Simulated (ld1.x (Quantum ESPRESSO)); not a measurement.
# zirconium: variants of one TM potential

Base potential:

- Element: zirconium
- Generator: ld1.x (Quantum ESPRESSO) 7.5
- Type: norm-conserving Troullier–Martins (Kleinman–Bylander form)
- Functional: PBEsol
- Relativity: fully relativistic
- Frozen core: [Ar] 3d10
- Valence charge: 12
- Reference configuration: 4s2 4p6 4d2 5s1.5 5p0 (charge +0.5)
- Partial waves: 4s (bound): rc 1.15 bohr; 4p (bound): rc 1.30 bohr; 4d (bound): rc 1.70 bohr; 4f channel at 0.45 Ry: rc 1.55 bohr
- Local potential: all-electron potential smoothed inside 1.20 bohr (lloc = -2)
- Core correction: none

Open shells are filled in proportion to 2j + 1 (rel_dist='average').

Occupied shells without a wave of their own: 5s. They enter only through the test configuration that unscreens the potential.

All-electron outer shells of the reference configuration (PBEsol, scalar-relativistic, ld1.x):

```csv
shell,level (eV),outermost node (bohr),outermost maximum (bohr)
3d,-177.89,–,0.35
4s,-57.65,0.55,1.08
4p,-35.63,0.56,1.17
5s,-7.15,1.46,3.08
4d,-6.68,0.58,1.59
5p,-3.76,1.69,3.85
```

Cutoffs, loose and tight: the cutoffs (Ry, on a coarse ladder) from which the occupation-weighted sum of valence levels, in a spherical-Bessel basis at the reference potential, stays within 10 and 1 mRy of its value at 400 Ry. They do not see the model core or the augmentation charge, which bear on the density cutoff. Test errors are all-electron minus pseudo excitation energies from the reference, over the configurations 4s2 4p6 4d2 5s2 5p0; 4s2 4p6 4d2 5s1 5p0; 4s2 4p6 4d2 5s0 5p0; 4s2 4p6 4d2.5 5s1.5 5p0; 4s2 4p5 4d2 5s2 5p0; 4s2 4p6 4d1 5s0 5p0; 4s2 4p6 4d1 5s2 5p1. A dash means not determined; rows that change the core or the reference have their own tests.

Cutoffs are not given where the Bessel-basis levels miss the radial ones by over 6 mRy, ghosts where they miss by over 20 mRy; a channel whose overlap is not positive is not tested.

```csv
change,outcome,"cutoff, loose","cutoff, tight",bound ghosts,largest test error (meV)
base,generated,–,–,not determined,-341
wave 4p (bound): rc 1.30 bohr becomes 4p (bound): rc 0.88 bohr,generated,–,–,not determined,-338
wave 4p (bound): rc 1.30 bohr becomes 4p (bound): rc 0.94 bohr,generated,–,–,not determined,-340
wave 4p (bound): rc 1.30 bohr becomes 4p (bound): rc 1.12 bohr,generated,–,–,not determined,-341
wave 4p (bound): rc 1.30 bohr becomes 4p (bound): rc 1.24 bohr,generated,–,–,not determined,-341
wave 4p (bound): rc 1.30 bohr becomes 4p (bound): rc 1.34 bohr,generated,–,–,not determined,-341
wave 4p (bound): rc 1.30 bohr becomes 4p (bound): rc 1.44 bohr,generated,–,–,not determined,-341
wave 4p (bound): rc 1.30 bohr becomes 4p (bound): rc 1.56 bohr,generated,–,–,not determined,-340
wave 4p (bound): rc 1.30 bohr becomes 4p (bound): rc 1.74 bohr,generated,–,–,none,-340
wave 4p (bound): rc 1.30 bohr becomes 4p (bound): rc 1.82 bohr,generated,–,–,none,-339
wave 4p (bound): rc 1.30 bohr becomes 4p (bound): rc 1.98 bohr,generated,80 Ry,160 Ry,none,-338
```
